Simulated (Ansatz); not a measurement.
Job for Ansatz (a first-principles code): R-CCSD(T)/cc-pV(Q+d)Z on H2 (SMILES [H][H]). The basis file is the Basis Set Exchange's JSON of that set.

Ansatz 0.2 input:
```yaml
crystal:
  periodic: [false, false, false]
  atoms:
    - {symbol: H, position_ang: [0.00000000, 0.00000000, 0.37198582]}
    - {symbol: H, position_ang: [-0.00000000, -0.00000000, -0.37198582]}
basis:
  gaussian:
    orbitals: cc-pV_Q+d_Z.json
magnetization: {spin_polarized: false}
correlation: {method: ccsd_t, electrons: outside_noble_gas}
scf: {lower_state_search: off}
```

Program output:

```
WARN ansatz: RAYON_NUM_THREADS=4 ignored (pool sized by the plan → 4); use --threads N
Functional definition: HF
these checks for a lower state are left out or cut short: stability, starts, cluster_reference, orbital_swaps, neighbouring_geometries, increment
integrals: 0.02 GiB planned
328 factors; integrals over basis functions are off by at most 1.3e-3 eV
mean field: 0.06 GiB planned
mean field evaluation 1: about -30.7566 eV, gradient 3.7e0 eV
mean field evaluation 2: about -30.7562 eV, gradient 3.7e0 eV
mean field evaluation 4: about -30.8420 eV, gradient 6.7e-2 eV
mean field evaluation 8: about -30.8420 eV, gradient 4.0e-7 eV
mean field -30.84196773 eV, -1.1334214087 hartree, gradient 3.9e-7 eV, S^2 0.000000; 0 other end points of the search recorded, 0 dependent functions left out
reference -30.84196773 eV, -1.1334214087 hartree; 1, 1 occupied and 59, 59 virtual orbitals, 328 factors
second order -0.90135793 eV of doubles, -0.00000000 eV of singles
coupled cluster: 0.10 GiB planned
cycle   1  -1.03173470 eV  change   -1.3e-1 eV  update   2.5e-2
cycle   2  -1.09828632 eV  change   -6.7e-2 eV  update   9.1e-3
cycle   3  -1.09838256 eV  change   -9.6e-5 eV  update   1.1e-3
cycle   4  -1.09864071 eV  change   -2.6e-4 eV  update   2.0e-4
cycle   5  -1.09858611 eV  change    5.5e-5 eV  update   2.8e-5
cycle   6  -1.09858305 eV  change    3.1e-6 eV  update   4.5e-6
cycle   7  -1.09858353 eV  change   -4.8e-7 eV  update   5.4e-7
perturbative correction 0.00000000 eV, 0.0000000000 hartree
Total energy: -31.94055126 eV, -1.1737936088 hartree
Checks for a lower state left out: stability, starts, cluster_reference, orbital_swaps, neighbouring_geometries, increment
```

Self-consistency was reached.

Cost: very roughly 0.8 core-seconds.
